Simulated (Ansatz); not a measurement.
`[CH3][In]([F])[TeH]` + HI → `[CH3][In]([F])[I]` + H₂Te at 500 K and 1 bar (ligand exchange at the In–Te bond).

Program: Ansatz. Geometries: PBE0-D4/def2-TZVP. ΔE: electronic, gas phase. CBS: MP2 limit from def2 TZ/QZ plus the TZ coupled-cluster correction, frozen cores. Elements past krypton have def2 core potentials. For I, In, Te outer-core shells are correlated without core-valence functions, which leaves a few kJ/mol of doubt a bond.

```csv
species,CCSD(T)/CBS energy (Eh),H − E (kJ/mol),S (J/(mol·K))
`[CH3][In]([F])[TeH]`,-597.86453,162.6,457.0
HI,-298.03592,28.6,221.6
`[CH3][In]([F])[I]`,-626.99744,140.8,438.1
H₂Te,-268.91024,48.9,247.6
```

H − E and S are ideal-gas, rigid-rotor, harmonic terms from PBE0-D4/def2-TZVP. 1 Eh = 2625.50 kJ/mol, R = 8.31446 J/(mol·K).

**Question.** By hand: ΔE, ΔH, ΔS and ΔG.

**Answer.** ΔE = (-626.99744) + (-268.91024) − (-597.86453) − (-298.03592) = -0.00723 Eh = -19.0 kJ/mol. Δ(H − E) = 140.8 + 48.9 − 162.6 − 28.6 = -1.5, so ΔH = -20.5 kJ/mol. ΔS = 438.1 + 247.6 − 457.0 − 221.6 = 7.1 J/(mol·K). ΔG = -20.5 − 500 × (7.1)/1000 = -24.1 kJ/mol.

**Question.** By hand: the equilibrium constant, and the temperature at which ΔG would vanish if ΔH and ΔS stayed fixed.

**Answer.** log₁₀ K = −ΔG/(RT ln 10) = 2.5. ΔH and −TΔS have one sign here, so there is no such temperature.

The number of gas molecules stays the same, so ΔS is small and ΔH decides. A doubt of 5 kJ/mol in ΔE shifts log₁₀ K by 0.5 here. Modes under 60 cm⁻¹, often nearly free rotors, make the harmonic entropy too high. These are equilibria of isolated gas molecules and say nothing of rates. Largest T1 diagnostic: 0.014 (customary marks: 0.02 for closed shells, 0.045 for open ones).
